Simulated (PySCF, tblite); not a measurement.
Isomers of C5H7ClOSi2, one GFN2-xTB conformer each. Single-point energies are computed at PBE0/pcSseg-1 (PySCF, gas phase, no added dispersion term), electronic only.

```
                           SMILES  GFN2-xTB relative energy (kcal/mol)
O=CC#C[C@@H]1[SiH2][C@H]1[SiH2]Cl                                 45.5
      C#C[Si@@H]1C=C(CCl)[SiH2]O1                                  0.0
```

Conformers: `[O:1]=[CH:2][C:3]#[C:4][C@@H:5]1[SiH2:6][C@H:7]1[SiH2:8][Cl:9]` with Si6–C7–Si8–Cl9 29°; `[CH:1]#[C:2][Si@@H:3]1[CH:4]=[C:5]([CH2:6][Cl:7])[SiH2:8][O:9]1` with C4–C5–C6–Cl7 124°.

Task: What does PBE0/pcSseg-1 give for the same structures?

Result: 
```
                           SMILES  PBE0/pcSseg-1 E (Eh)  PBE0/pcSseg-1 (kcal/mol)  GFN2-xTB (kcal/mol)  point group
      C#C[Si@@H]1C=C(CCl)[SiH2]O1           -1308.37565                       0.0                  0.0           C1
O=CC#C[C@@H]1[SiH2][C@H]1[SiH2]Cl           -1308.30702                      43.1                 45.5           C1
```

Both levels put the same isomer lowest. As drawn, the lower has an Si–O bond and a C=C bond outside aromatic rings, which the higher lacks; the higher has a three-membered ring and a C=O bond, which the lower lacks.

Task: Which frontier levels, dipoles and rotational constants go with these structures?

Result: 
```json
{"SMILES": "C#C[Si@@H]1C=C(CCl)[SiH2]O1", "HOMO (eV, PBE0/pcSseg-1)": "-8.19", "LUMO (eV)": "-1.14", "dipole (D)": "2.51", "A, B, C (MHz)": "2453, 506.4, 461.7"}
{"SMILES": "O=CC#C[C@@H]1[SiH2][C@H]1[SiH2]Cl", "HOMO (eV, PBE0/pcSseg-1)": "-7.23", "LUMO (eV)": "-1.76", "dipole (D)": "5.07", "A, B, C (MHz)": "2100, 372.9, 349.9"}
```

Task: What happens when harmonic zero-point energies from GFN2-xTB frequencies are added?

Result: 
| SMILES | ZPE (kcal/mol) | electronic (kcal/mol) | with ZPE (kcal/mol) |
| --- | --- | --- | --- |
| C#C[Si@@H]1C=C(CCl)[SiH2]O1 | 61.7 | 0.0 | 0.0 |
| O=CC#C[C@@H]1[SiH2][C@H]1[SiH2]Cl | 59.3 | 43.1 | 40.7 |

The zero-point energies span 2.4 kcal/mol. The order is unchanged.
